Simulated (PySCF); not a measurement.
Isomers of C6H11ClOSi. Computed with PySCF, PBE0-D3(BJ)/def2-SVP geometry optimisation, gas phase. One conformer each; no zero-point energy, no entropy. No frequencies were run at this level. Point groups hold within 0.08 Å.

Problem. Rank from lowest to highest electronic energy at this level (kcal/mol).
A. `[CH2:1]=[CH:2][CH2:3][C@@H:4]1[SiH2:5][O:6][CH2:7][C@@H:8]1[Cl:9]` with C1–C2–C3–C4 -117°, C2–C3–C4–Si5 -57°, C3–C4–Si5–O6 -153°, C4–Si5–O6–C7 1°, Si5–O6–C7–C8 23°, O6–C7–C8–Cl9 77°
B. `[CH2:1]=[CH:2][CH2:3][C@@H:4]1[SiH2:5][O:6][CH2:7][C@H:8]1[Cl:9]` with C1–C2–C3–C4 114°, C2–C3–C4–Si5 -63°, C3–C4–Si5–O6 -145°, C4–Si5–O6–C7 -3°, Si5–O6–C7–C8 27°, O6–C7–C8–Cl9 -168°
C. `[CH2:1]=[CH:2][CH2:3][C@@H:4]1[CH2:5][CH2:6][O:7][Si@@H:8]1[Cl:9]` with C1–C2–C3–C4 114°, C2–C3–C4–C5 176°, C3–C4–C5–C6 -165°, C4–C5–C6–O7 39°, C5–C6–O7–Si8 -18°, C6–O7–Si8–Cl9 110°
D. `[CH2:1]=[CH:2][C@@H:3]1[CH2:4][Si@H:5]([Cl:6])[CH2:7][CH2:8][O:9]1` with C1–C2–C3–C4 -107°, C2–C3–C4–Si5 -175°, C3–C4–Si5–Cl6 160°, C4–Si5–C7–C8 -39°, Si5–C7–C8–O9 55°
E. `[SiH3:1][O:2][C@@H:3]1[CH2:4][C@:5]2([Cl:6])[CH2:7][C@H:8]1[CH2:9]2` with Si1–O2–C3–C4 -177°
F. `[CH2:1]=[CH:2][C@@H:3]1[CH2:4][Si@@H:5]([Cl:6])[CH2:7][CH2:8][O:9]1` with C1–C2–C3–C4 -105°, C2–C3–C4–Si5 -175°, C3–C4–Si5–Cl6 -74°, C4–Si5–C7–C8 -40°, Si5–C7–C8–O9 55°

Solution. C (0.0), F (22.1), D (23.4), B (38.6), A (39.6), E (44.5).

As drawn, the lowest has an Si–C bond and a C=C bond outside aromatic rings, which the highest lacks; the highest has a four-membered ring, which the lowest lacks. Neighbours under 2.5 kcal/mol apart (C=C[C@@H]1C[Si@@H](Cl)CCO1 and C=C[C@@H]1C[Si@H](Cl)CCO1; C=CC[C@@H]1[SiH2]OC[C@H]1Cl and C=CC[C@@H]1[SiH2]OC[C@@H]1Cl) can change places with a better method, another conformer or zero-point energy. C=C[C@@H]1C[Si@@H](Cl)CCO1 and C=C[C@@H]1C[Si@H](Cl)CCO1 are stereoisomers, 1.3 kcal/mol apart in the conformers taken. C=CC[C@@H]1[SiH2]OC[C@H]1Cl and C=CC[C@@H]1[SiH2]OC[C@@H]1Cl are stereoisomers, 1.0 kcal/mol apart in the conformers taken.

```tsv
SMILES	E (Eh)	E rel (kcal/mol)	dipole (D)	point group	A, B, C (MHz)
C=CC[C@@H]1CCO[Si@@H]1Cl	-1059.16770	0.0	2.54	C1	1533, 880.4, 649.7
C=C[C@@H]1C[Si@@H](Cl)CCO1	-1059.13246	22.1	1.04	C1	1740, 794.2, 659.6
C=C[C@@H]1C[Si@H](Cl)CCO1	-1059.13046	23.4	1.46	C1	2134, 655.4, 536.3
C=CC[C@@H]1[SiH2]OC[C@H]1Cl	-1059.10615	38.6	1.23	C1	1492, 864.7, 573.2
C=CC[C@@H]1[SiH2]OC[C@@H]1Cl	-1059.10454	39.6	2.28	C1	1729, 810.0, 644.2
[SiH3]O[C@@H]1C[C@]2(Cl)C[C@H]1C2	-1059.09676	44.5	2.18	C1	3423, 583.1, 560.3
```

Problem. How do the relative energies change in single points at PBE/pcSseg-1 (no added dispersion term) on the same geometries?

Solution. 
| SMILES | PBE0-D3(BJ)/def2-SVP (kcal/mol) | PBE/pcSseg-1 (kcal/mol) | shift |
| --- | --- | --- | --- |
| C=CC[C@@H]1CCO[Si@@H]1Cl | 0.0 | 0.0 | 0.0 |
| C=C[C@@H]1C[Si@@H](Cl)CCO1 | 22.1 | 21.6 | -0.5 |
| C=C[C@@H]1C[Si@H](Cl)CCO1 | 23.4 | 22.0 | -1.4 |
| C=CC[C@@H]1[SiH2]OC[C@H]1Cl | 38.6 | 36.7 | -1.9 |
| C=CC[C@@H]1[SiH2]OC[C@@H]1Cl | 39.6 | 38.6 | -1.0 |
| [SiH3]O[C@@H]1C[C@]2(Cl)C[C@H]1C2 | 44.5 | 46.2 | +1.7 |

Each column counts from its own lowest isomer. The order is unchanged; the largest shift is 1.9 kcal/mol.
